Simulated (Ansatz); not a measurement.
BGeH3Cl2 (SMILES Cl[B](Cl)[GeH3]): methods side by side

The species is BGeH3Cl2 (7 atoms), meant as a singlet with charge 0. As SMILES, `Cl[B](Cl)[GeH3]`. Geometry: optimised at B3LYP/def2-SVP.

```xyz
7

Cl    1.7655   -1.4431    1.2204
B     0.2098   -1.0318    0.5173
Cl   -1.0926   -2.2098    0.6091
Ge   -0.1231    0.8005   -0.4129
H    -0.5595    0.5720   -1.8770
H    -1.2708    1.5480    0.3015
H     1.1323    1.6962   -0.4041
```

Each level gives the dissociation energy of the Cl3–B2 bond into doublet Cl and doublet BGeH3Cl (shapes relaxed at B3LYP/def2-SVP, no zero-point term) (eV). The values are calculated.

```
           level                    kind  program  value (eV)  less CCSD(T)/def2-SVP
     HF/def2-SVP            Hartree–Fock   Ansatz        3.91                  -1.08
    PBE/def2-SVP                     GGA   Ansatz        5.30                  +0.31
  B3LYP/def2-SVP           global hybrid   Ansatz        5.04                  +0.05
wB97M-V/def2-SVP  range-separated hybrid   Ansatz        5.44                  +0.45
    MP2/def2-SVP     perturbation theory   Ansatz        5.20                  +0.21
CCSD(T)/def2-SVP   coupled cluster or CI   Ansatz        4.99                   0.00
```

CCSD(T)/def2-SVP is the highest level here, not the true value. All-electron rows without a relativistic Hamiltonian named are non-relativistic. The values span 3.91 to 5.44 eV. Hartree–Fock misses the correlation of the electron pair that is broken and comes out low. Measured bond enthalpies also hold zero-point and thermal terms, a few tenths of an eV less. In the correlated wave-function rows the outer d shell of Ge is correlated, in sets not made for it.
